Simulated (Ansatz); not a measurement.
CH$_{5}$AsO (`OC[AsH2]`) at its PBE0-D4/def2-TZVP geometry, where that method's forces vanish. The species carries charge 0 and has multiplicity 1.

```xyz
8

O    -1.3418    0.4895    0.8384
C    -0.1258   -0.1843    0.6394
As    1.0293    0.7665   -0.6880
H    -1.8757    0.4012    0.0449
H    -0.2697   -1.2268    0.3417
H     0.4047   -0.1696    1.5921
H     0.1907    0.3286   -1.8879
H     1.9882   -0.4052   -0.8806
```

Problem. What forces (eV/Å) does B3LYP-D4/def2-TZVPP give on these atoms in the Gaussian-basis code of Ansatz? (Best estimate.)

Solution. Ansatz gave: 
```
O1  -0.288  0.138  0.024
C2   0.232 -0.331  0.173
As3  0.151  0.161 -0.136
H4  -0.069  0.025  0.000
H5  -0.001  0.060  0.036
H6  -0.037 -0.014 -0.053
H7  -0.025 -0.005 -0.038
H8   0.039 -0.033 -0.007
```

B3LYP here is the variant with VWN-RPA as its local correlation; programs differ in this.
